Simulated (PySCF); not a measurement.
Species: `C=C(C#N)[SiH2][Si](C)(C)Cl`. The columns A, B, C and D hold Mulliken, IAO, Hirshfeld and ESP-fitted charges (e) of one PBE0/pcSseg-1 density (PySCF), in a shuffled order. Coordinates in Å (GFN2-xTB); the density's dipole moment is (1.03, -3.47, -2.15) D.

```tsv
atom	x	y	z	A	B	C	D
C1	2.719	0.192	-1.157	-0.032	-0.240	-0.366	-0.048
C2	1.908	0.697	-0.227	-0.544	-0.292	-0.052	-0.074
C3	1.586	2.066	-0.248	+0.152	+0.136	+0.385	+0.075
N4	1.294	3.176	-0.224	-0.250	-0.247	-0.466	-0.216
Si5	1.095	-0.318	1.166	+0.476	+0.446	+0.108	+0.248
Si6	-1.194	-0.459	0.734	+0.631	+0.818	+0.600	+0.324
C7	-1.610	-1.964	-0.366	-0.602	-0.713	-0.659	-0.215
C8	-1.876	1.122	-0.088	-0.603	-0.713	-0.740	-0.214
Cl9	-2.199	-0.729	2.500	-0.325	-0.322	-0.233	-0.136
H10	2.981	-0.853	-1.156	+0.131	+0.162	+0.193	+0.060
H11	3.149	0.796	-1.942	+0.138	+0.168	+0.191	+0.064
H12	1.812	-1.602	1.139	-0.061	-0.098	-0.037	-0.069
H13	1.461	0.360	2.416	-0.021	-0.084	-0.036	-0.065
H14	-1.154	-1.875	-1.348	+0.141	+0.158	+0.175	+0.043
H15	-1.254	-2.889	0.079	+0.147	+0.160	+0.151	+0.042
H16	-2.683	-2.066	-0.510	+0.154	+0.165	+0.188	+0.047
H17	-1.570	2.013	0.454	+0.164	+0.170	+0.197	+0.042
H18	-2.963	1.118	-0.124	+0.156	+0.165	+0.207	+0.048
H19	-1.512	1.225	-1.106	+0.149	+0.163	+0.195	+0.043
```

Q: Which column most likely holds the ESP-fitted charges?

A: C. Σ q r misses the density's dipole by 0.07 D (C), 1.09 D (B), 1.21 D (A), 1.63 D (D). Charges fitted to the outside potential are the only set here that is tied to the molecule's multipoles.

Q: And the Hirshfeld charges?

A: D. The mean sizes are 0.109 e (D), 0.257 e (A), 0.273 e (C), 0.285 e (B), and Hirshfeld charges are commonly the smallest of these schemes.

As computed, A = Mulliken, B = IAO, C = ESP-fitted, D = Hirshfeld. Hydrogens on carbon: Mulliken +0.13 to +0.16, IAO +0.16 to +0.17, ESP-fitted +0.15 to +0.21, Hirshfeld +0.04 to +0.06 e.

The ESP scheme fits charges at the nuclei, held to the total charge, to the electrostatic potential on points at 1.4 to 2.0 times the van der Waals radii. The Hirshfeld scheme weights the molecular density at each point by an atom's share of the summed free-atom densities.

Isolated species at its GFN2-xTB geometry (one conformer only).

The values belong to the conformer `[CH2:1]=[C:2]([C:3]#[N:4])[SiH2:5][Si:6]([CH3:7])([CH3:8])[Cl:9]`: C1–C2–Si5–Si6 -110°, C2–Si5–Si6–C7 88°.
